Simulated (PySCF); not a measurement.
CuI, SMILES [Cu][I], multiplicity 1. Atoms are numbered in the order given.

```xyz
2

Cu     0.0000     0.0000    -1.5326
I      0.0000     0.0000     0.8386
```

Coordinates come from a PBE-D3(BJ)/def2-TZVP optimisation. The multiplicity is an assumed one; other spin states were not compared. The def2 effective core potentials stand for the cores of I; spin–orbit coupling is left out.

Calculation: PBE-D3(BJ)/def2-TZVP (PySCF 2.14.0).

Frequencies are harmonic and unscaled.

Question: List the normal modes with their intensities. (Estimate from the structure and the level; the computed values follow.)

Answer: 
```json
[
 {"mode": "1", "ν (cm⁻¹)": "254", "IR (km/mol)": "4.5", "moving atoms (share of kinetic energy)": "Cu 67 %, I 33 %"}
]
```
